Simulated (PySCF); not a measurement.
**Assigning NMR signals**

Geometry:
| atom | x (Å) | y (Å) | z (Å) |
| --- | --- | --- | --- |
| F1 | 2.233 | -1.386 | 0.051 |
| C2 | 2.042 | -0.090 | -0.288 |
| F3 | 2.037 | -0.096 | -1.641 |
| F4 | 3.144 | 0.559 | 0.081 |
| O5 | 0.993 | 0.456 | 0.250 |
| C6 | -0.293 | -0.196 | -0.089 |
| Si7 | -0.990 | -0.759 | 1.603 |
| Si8 | -1.245 | 1.094 | -1.135 |
| H9 | -0.074 | -1.073 | -0.702 |
| H10 | -1.138 | 0.436 | 2.427 |
| H11 | -2.273 | -1.410 | 1.340 |
| H12 | -0.038 | -1.692 | 2.203 |
| H13 | -1.394 | 2.290 | -0.311 |
| H14 | -2.536 | 0.494 | -1.470 |
| H15 | -0.471 | 1.381 | -2.341 |

- structure optimised with GFN2-xTB
- NMR shieldings at PBE0/pcSseg-1/GIAO
- code: PySCF 2.14.0 with density-fitted response routines
- one averaged value for each set of equivalent atoms, isolated molecule, single conformer, non-relativistic

δ = σ(ref) − σ, references computed at the same level: ¹³C and ¹H vs TMS.

Q: Assign these signals to the numbered atoms. ¹³C{¹H} NMR (computed): δ 131.3, 61.8.

A: 
```tsv
δ (ppm)	atoms	environment	reason
131.3	C2	CF3 carbon	4 electronegative neighbours deshield it
61.8	C6	sp3 CH bonded to O and 2 Si	deshielded by the electronegative neighbour
```

Q: Assign these signals to the numbered atoms. ¹H NMR (400 MHz, computed): δ 4.44 (sept, 1H), 4.16 (d, 6H).

A: 
```tsv
δ (ppm)	atoms	environment	reason
4.44	H9	hydrogen on an sp3 CH bonded to O and 2 Si	its carbon carries O, hence the downfield position
4.16	H10/H11/H12/H13/H14/H15	hydrogen on a silicon bonded to C	–
```

Splittings by ¹⁹F in the carbon and heteronuclear signals aren't shown, as no couplings were computed. Shifts are as computed. Against solution values, carbons near 30 ppm lie about +3 ppm off and those near 130 ppm about +5 ppm. Of 1309 compounds with measured shifts, 239 miss one by over three times the rms of a fit or turn the order of signals round; such compounds aren't used in these exercises. Multiplicities follow the n + 1 count of equivalent neighbours, as no J values were calculated; m marks all less simple cases, F and P coupling included.
